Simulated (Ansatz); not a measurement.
Basis-set extrapolation for `C[C@@H]1CCC[C@H]1C` (PBE0-D4/def2-TZVP geometry, frozen core, Ansatz). Multiplicity 1, RHF reference.

```json
{"": "HF", "def2-TZVPP": "-273.333258", "def2-QZVPP": "-273.345799"}
{"": "MP2 correlation", "def2-TZVPP": "-1.219236", "def2-QZVPP": "-1.293881"}
{"": "CCSD(T) correlation", "def2-TZVPP": "-1.341728", "def2-QZVPP": "not run"}
```

Energies in hartree. Use E(X) = E(∞) + A·exp(−7.88·√X) for Hartree–Fock and E(X) = E(∞) + B·X^(−2.97) for correlation, with X = 3 and 4, and add CCSD(T) minus MP2 of the smaller set to the MP2 limit.

Task: What is the CCSD(T) energy at the basis-set limit?

Result: HF limit: -273.345799 + (-0.012541) × 0.13774 = -273.34753. MP2 limit: -1.293881 + (-0.074645) × 0.74074 = -1.34917. Higher-order term: -1.341728 − (-1.219236) = -0.12249. Total: -274.81919 hartree, 3.92 eV below CCSD(T)/def2-TZVPP.
